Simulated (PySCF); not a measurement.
**Electric field gradients and quadrupole coupling constants**

Species: C4H8F2O2.
Cartesian coordinates in Å at the PBE0-D3(BJ)/def2-SVP level; atoms count from 1:
```xyz
16
C4H8F2O2 angstrom
C     -2.458    0.032    0.609
C     -1.327    0.109   -0.390
O     -0.075    0.370    0.243
C      0.709   -0.682    0.551
F      0.968   -1.411   -0.574
F      0.102   -1.533    1.394
O      1.849   -0.286    1.136
C      2.637    0.630    0.404
H     -2.328   -0.820    1.290
H     -2.507    0.953    1.210
H     -3.417   -0.087    0.082
H     -1.477    0.944   -1.090
H     -1.250   -0.812   -0.989
H      3.550    0.789    0.990
H      2.110    1.588    0.272
H      2.905    0.220   -0.582
```

Field gradients from the PBE0/pcSseg-1 density (PySCF, non-relativistic), principal values in atomic units, ordered |Vxx| ≤ |Vyy| ≤ |Vzz|:

| atom | Vxx | Vyy | Vzz |
| --- | --- | --- | --- |
| O3 | -0.1881 | -1.7688 | 1.9569 |
| O7 | -0.1119 | -1.8884 | 2.0003 |

**Question.** Find the asymmetry η = (Vxx − Vyy)/Vzz and the couplings χ = eQV/h (234.96 MHz × Q in barn × V in au), with Q(17O) = −0.0256 b.

**Answer.** 
```
atom   environment  nucleus     η  χzz (MHz)  χxx (MHz)  χyy (MHz)
  O3  ether oxygen      17O  0.81     -11.77       1.13      10.64
  O7  ether oxygen      17O  0.89     -12.03       0.67      11.36
```

**Question.** What is Vzz at O3 in SI units (1 au = 9.71736 × 10²¹ V/m²)?

**Answer.** 1.9569 au = 19.016 × 10²¹ V/m².

**Question.** And the gradient at the other heavy atoms, for which no coupling is worked out here?

**Answer.** 
| atom | environment | Vzz (au) | η |
| --- | --- | --- | --- |
| C1 | methyl carbon | 0.063 | 0.59 |
| C2 | sp3 carbon bound to oxygen | 0.481 | 0.12 |
| C4 | CF2 carbon | -0.211 | 0.71 |
| F5 | fluorine of a CF2 group | 2.787 | 0.04 |
| F6 | fluorine of a CF2 group | 2.913 | 0.02 |
| C8 | methoxy carbon | 0.470 | 0.03 |

Were the hydrogens deuterons (Q(2H) = 0.00286 b), χzz would run from 184 kHz (H13) to 196 kHz (H11, H10 and H9).

The structure is a single PBE0-D3(BJ)/def2-SVP conformer in the gas phase; no vibrational or solvent corrections. With so small a basis the couplings can be 20 % off.
